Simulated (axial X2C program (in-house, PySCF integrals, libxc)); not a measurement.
# Photoelectron levels of ICl by EOM-IP-CCSD

Calculated with an in-house all-electron X2C program for linear molecules (integrals from PySCF): two-component X2C with atomic mean-field Coulomb and Gaunt terms, Gaussian nuclei, basis I dyall-cv3z, Cl dyall-av3z with contracted cores.

R = 2.335 Å (near the PBE0 minimum at charge 0 of the determinant lowest at the starting distance; the state shown can have its own minimum elsewhere).

Hartree–Fock spinors of ICl (one of each Kramers pair; a window near the gap, which can cut inner shells):

```json
{"ω": "1/2", "occupied": "yes", "ε (eV)": "-24.24", "character": "69% I s, 13% Cl p, 11% Cl s"}
{"ω": "1/2", "occupied": "yes", "ε (eV)": "-14.50", "character": "53% Cl p, 38% I p, 4% I s"}
{"ω": "1/2", "occupied": "yes", "ε (eV)": "-13.82", "character": "78% Cl p, 19% I p"}
{"ω": "3/2", "occupied": "yes", "ε (eV)": "-13.71", "character": "82% Cl p, 16% I p"}
{"ω": "1/2", "occupied": "yes", "ε (eV)": "-10.89", "character": "71% I p, 24% Cl p, 3% Cl d"}
{"ω": "3/2", "occupied": "yes", "ε (eV)": "-10.23", "character": "78% I p, 16% Cl p, 4% Cl d"}
{"ω": "1/2", "occupied": "no", "ε (eV)": "-0.09", "character": "48% I p, 24% Cl p, 12% I d"}
{"ω": "1/2", "occupied": "no", "ε (eV)": "2.77", "character": "68% Cl p, 19% Cl s, 4% Cl d"}
{"ω": "1/2", "occupied": "no", "ε (eV)": "2.86", "character": "66% Cl s, 26% Cl p, 3% I p"}
{"ω": "1/2", "occupied": "no", "ε (eV)": "2.89", "character": "96% Cl p"}
{"ω": "3/2", "occupied": "no", "ε (eV)": "2.90", "character": "97% Cl p"}
{"ω": "1/2", "occupied": "no", "ε (eV)": "5.92", "character": "77% I p, 17% Cl d, 2% Cl p"}
```

Vertical ionisation energies of ICl to the states of ICl⁺:

```csv
Ω of ICl⁺,vertical IE (eV),above lowest (cm⁻¹),ionised spinor,one-hole weight
3/2,10.005,0,"73% I pπ, 21% Cl pπ",0.95
1/2,10.564,4508,"64% I pπ, 29% Cl pπ",0.95
3/2,12.722,21909,"77% Cl pπ, 20% I pπ",0.92
1/2,12.911,23436,"69% Cl pπ, 26% I pπ",0.92
1/2,14.156,33473,"53% Cl pσ, 33% I pσ",0.93
```

(1) How far does the lowest EOM-IP-CCSD energy lie from the Koopmans value −ε of the highest filled spinor?

(2) What is the splitting of the first π pair in the table, and is it regular or inverted?

This point took 9.7 s on 1 thread of Arm Neoverse V1, on a shared host.

Reference electrons by ω block (each with its −ω partner): 1/2: 23, 3/2: 10, 5/2: 2. 14 electrons of ICl correlated (inner shells frozen), 92 natural virtual spinors (a truncated set); levels can be off by some tenths of an eV. Roots sought by Ω: (1/2: 4, 3/2: 3, 5/2: 1); the list ends where they run out and leaves out roots under 60 % one-particle weight. The solver can skip a root, and states that need a further excitation, which the method places far too high, are missing though they may lie low or lowest. T1 of the reference 0.008 (Lee–Taylor). Number of frozen shells: I 4 s, 3 p, 2 d; Cl 2 s, 1 p.

Results:

(1) 10.005 eV against 10.23 eV, a shift of -0.22 eV: relaxation of the final state lowers the energy and the loss of correlation raises it.

(2) E(3/2) − E(1/2) = 0 − 4508 = -4508 cm⁻¹ at EOM-IP-CCSD: inverted, Ω = 3/2 lower. Splittings at this level can be off by ten to twenty per cent.
